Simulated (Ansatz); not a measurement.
Coupled-cluster diagnostics for the cluster In2O4H2, Ansatz.

Geometry of the singlet (B3LYP-D4/def2-SVP):

Cartesian coordinates in Å:
```
In 0.878 -0.628 -0.197
In -1.767 1.348 0.310
O 0.086 0.208 1.638
O -0.910 -0.850 1.715
O -1.167 -1.129 0.310
O 0.115 1.049 -1.166
H 2.279 -1.477 -0.664
H 0.486 1.479 -1.946
```

In the def2 sets In takes a core potential; there is no spin–orbit coupling. Correlated methods freeze 12 core orbitals; core or outer-core shells of In are correlated, in sets that lack core-valence functions. The structure holds 2 bonds between oxygen atoms, so isomers without such links may lie far lower. Another isomer (singlet) lies 3.64 eV lower at PBE0-D4/def2-TZVP; other spin states weren't run for this one.

(1) Estimate the CCSD(T) correlation energy, the shares of MP2 and (T), T1 and the reference's ⟨S²⟩ for: charge 0, singlet, own geometry in def2-SVP; and the rough time on 4 threads of Intel Xeon on a shared host.

## Answers

(1) 
| state | basis | correlation (eV) | MP2 share (%) | (T) share (%) | T1 | ⟨S²⟩ (pure) | wall time |
| --- | --- | --- | --- | --- | --- | --- | --- |
| charge 0, singlet, own geometry | def2-SVP | -26.671 | 94.0 | 3.3 | 0.018 | 0.00 (0.00) | 34 s |
Customary marks for T1 are 0.02 (closed shells), 0.045 (open shells) and about 0.05 (3d metals). T1 stays under 0.02 throughout.
